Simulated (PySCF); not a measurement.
NMR data simulated for an unnamed compound:

1H NMR (400 MHz, computed): δ 8.55 (d, 1H), 8.19 (d, 1H), 7.82 (m, 1H), 5.58 (s, 3H).

13C{1H} NMR (computed): δ 152.8 (C), 150.5 (C), 140.2 (CH), 130.7 (CH), 130.5 (CH), 121.9 (C), 108.0 (C).

Relativity neglected, one computed conformer, rapidly exchanging positions averaged, gas phase. PBE0/pcSseg-1 with gauge-including orbitals; structure optimised with GFN2-xTB; PySCF 2.14.

Shifts are taken against calculated references (same method and geometry level): 1H (σref 31.72), 13C (σref 186.93) vs TMS.

**Question.** Which of these does the molecule contain: a Si–H bond, a heteroaromatic ring, an ester, a nitrile, an aldehyde, an N-methyl group?

**Answer.** 
- A Si–H bond: yes (δH 5.58 (s)).
- A heteroaromatic ring: yes.
- An ester: no.
- A nitrile: yes (δC 121.9).
- An aldehyde: no.
- An N-methyl group: no.

The data belong to SMILES N#Cc1cccc2nn([SiH3])nc12, C₇H₆N₄Si; they needn't prove each group on their own.

Carbon signals by region: 7 in the sp2 and nitrile region (100–160 ppm).

Shifts are as computed. Against solution values, carbons near 30 ppm lie about +3 ppm off and those near 130 ppm about +5 ppm. Of 1211 compounds with measured shifts, 218 miss one by over three times the rms of a fit or turn the order of signals round; such compounds aren't used in these exercises. No couplings were computed; multiplicities are counted from neighbouring protons, with m where these are inequivalent, close in shift, in a saturated or five-membered ring or joined by F or P, and br s for small geminal =CH2 splittings.
